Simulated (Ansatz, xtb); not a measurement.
# Two isomers of FH2NSeSi

We compare a, `[H]/N=[Si](\F)[SeH]`, a singlet, with b, `F[Si@@H]1N[Se]1`, a singlet. Both are isolated molecules in the gas phase, relaxed with B3LYP-D3(BJ)/def2-SVP; the shapes shown needn't be the lowest conformers.

a (Å):

```yaml
atoms:
  - { symbol: F, position_ang: [-2.0399, -1.1848, -3.5822] }
  - { symbol: N, position_ang: [-0.3176, 0.8669, -2.3833] }
  - { symbol: Se, position_ang: [-2.3568, -1.0442, -0.5104] }
  - { symbol: Si, position_ang: [-1.3934, -0.2976, -2.3891] }
  - { symbol: H, position_ang: [0.1489, 1.2423, -3.2054] }
  - { symbol: H, position_ang: [-1.5740, -0.0736, 0.2794] }
```

b (Å):

```tsv
atom	x (Å)	y (Å)	z (Å)
F	-1.4220	0.5283	-3.7403
N	-1.3646	-1.0721	-1.3342
Se	-2.2591	0.5989	-0.5042
Si	-0.8847	0.3270	-2.2256
H	0.5280	0.7371	-2.2092
H	-2.1182	-1.6345	-1.7407
```

Energies in hartree; the thermal terms are from B3LYP-D3(BJ)/def2-SVP harmonic frequencies (ideal gas, rigid rotor, one conformer each, 298.15 K, 1 atm) and include the zero-point energy:

|  | a | b |
| --- | --- | --- |
| E, CCSD(T)/def2-TZVP | −2844.851520 | −2844.844353 |
| zero-point energy | 0.025671 | 0.027541 |
| H(298 K) − E | 0.032342 | 0.033411 |
| G(298 K) − E | −0.004617 | −0.001860 |

Work out ΔE, ΔE₀, ΔH and ΔG for a → b in kJ/mol (1 Eh = 2625.50 kJ/mol) and the equilibrium ratio [b]/[a].

1. ΔE = −2844.844353 − (−2844.851520) = +0.007167 Eh = +18.82 kJ/mol.
2. ΔE₀ = ΔE + ΔZPE = +0.007167 + (+0.001870) Eh = +23.73 kJ/mol.
3. ΔH = ΔE + (+0.001069) Eh = +21.62 kJ/mol.
4. ΔG = ΔE + (+0.002757) Eh = +26.06 kJ/mol, so ΔS = (ΔH − ΔG)/T = −14.9 J/(mol K).
5. kT = 0.9442 mEh, so K = [b]/[a] = exp(−ΔG/kT) = exp(−10.51) ≈ 2.7 × 10^−5.

Structure a is favoured at this temperature. An error of 4 kJ/mol in ΔG would change K by a factor of 5. HF/STO-3G gave ΔE the other sign. Mirror images and further conformers aren't counted.

As drawn, b has 1 N–Si, 1 N–Se, 1 Si–H in place of 1 N=Si, 1 Se–H. Structure a has no ring, b a 3-membered ring.

Other levels gave ΔE = +31.3 (GFN2-xTB); −95.3 (HF/STO-3G, GFN2-xTB geometries); +26.4 (r2SCAN-D4/def2-SVP, GFN2-xTB geometries); +24.5 (B3LYP-D3(BJ)/def2-SVP); +23.2 (HF/def2-TZVP); +22.4 (MP2/def2-TZVP) kJ/mol. The correlated steps freeze 16 core orbitals; the filled d shell of Se is correlated, in a basis made for valence electrons. Programs: Ansatz 0.2.0, xtb 6.7.1.
